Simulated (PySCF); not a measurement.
Orbital picture of GeB⁺

UHF at R = 2.176 Å; basis Ge x2c-SVPall, B x2c-SVPall; spin-free X2C with a Gaussian nucleus; PySCF 2.14. State: ³Π (triplet), unpaired electrons σ ↑, π ↑. Only the outer orbitals are listed, counted within each symmetry.

```csv
spin,orbital,occ.,ε (eV),on Ge (%),main shells (%)
α,8σ,1,-26.16,65,"59 Ge s, 30 B s"
α,9σ,1,-20.72,34,"55 B s, 27 Ge s, 12 B p"
α,10σ,1,-16.22,49,"49 B p, 37 Ge p, 11 Ge s"
α,4π,1,-14.59,65,"64 Ge p, 34 B p"
α,4π,0,-7.11,65,"64 Ge p, 35 B p"
α,5π,0,-5.48,38,"62 B p, 37 Ge p"
α,5π,0,-3.99,38,"62 B p, 37 Ge p"
β,8σ,1,-23.73,63,"59 Ge s, 29 B s, 8 B p"
β,9σ,1,-17.46,56,"43 B s, 38 Ge s, 17 Ge p"
β,4π,0,-6.62,71,"70 Ge p, 29 B p"
β,4π,0,-5.77,67,"66 Ge p, 33 B p"
β,10σ,0,-5.21,33,"37 B s, 34 Ge p, 29 B p"
```

Which are the highest filled and the lowest empty level, where do they sit, and how wide is the gap?

Highest filled α 4π at -14.59 eV (in %: 64 Ge p, 34 B p); lowest empty α 4π at -7.11 eV (in %: 64 Ge p, 35 B p); the gap at UHF is 7.48 eV. Both belong to one degenerate shell, split only by its one-sided filling, so this is no excitation gap.

```json
{"bond order (Mayer)": "1.22", "⟨S²⟩": "2.017", "charge on Ge (Mulliken, basis-dependent)": "0.67", "charge on Ge (Löwdin, basis-dependent)": "0.68", "dipole moment (positive dipole points towards B; it is taken about the centre of mass and depends on that origin)": "2.54 D", "polarisability along the bond": "85.5 bohr³", "polarisability across the bond": "29.4 bohr³"}
```

Spin–orbit coupling is left out. The state is the lowest determinant that a PBE0 search found; another state may lie lower at other levels.
